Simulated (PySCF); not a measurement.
**[HfH2]2+ at several levels of theory**

Computed with PySCF 2.14.0 (density fitting, no spin-orbit coupling) at the geometry relaxed with PBE0:

```xyz
3
[HfH2]2+ (singlet)
Hf    0.0000    0.0000   -0.2777
H     1.3108    0.0000    0.9101
H    -1.3108    0.0000    0.9101
```

```json
{"level": "PBE0", "basis": "Hf def2-SVP with ECP60, H def2-SVP", "state": "singlet", "HOMO (eV)": "-21.97", "gap (eV)": "5.16", "charge on Hf1 (e)": "1.93", "dipole about the centre of mass (D)": "1.92", "largest force component (eV/Å)": "0.01"}
{"level": "PBE0", "basis": "Hf def2-TZVP with ECP60, H def2-TZVP", "state": "singlet", "HOMO (eV)": "-21.97", "gap (eV)": "5.20", "charge on Hf1 (e)": "1.68", "dipole about the centre of mass (D)": "2.12", "largest force component (eV/Å)": "0.13"}
```

Charges are Mulliken's, which hang on the basis. The relaxation used the grid (50, 194), these runs (75, 302) or, all-electron (x2c bases, spin-free X2C Hamiltonian), (99, 590).

Task: A further run in the first row's basis gives HOMO (eV) -20.97, gap (eV) 3.75, charge on Hf1 (e) 1.96, dipole about the centre of mass (D) 1.92, largest force component (eV/Å) 0.05. Which level was it?
A. r2SCAN
B. wB97X

Result: A. The others give HOMO -24.29 eV (wB97X).

In the first row's basis the gap widens with exact exchange: 3.8 eV for r2SCAN (none); 5.2 eV for PBE0 (a fixed share); 10.2 eV for wB97X (rising or full at long range).
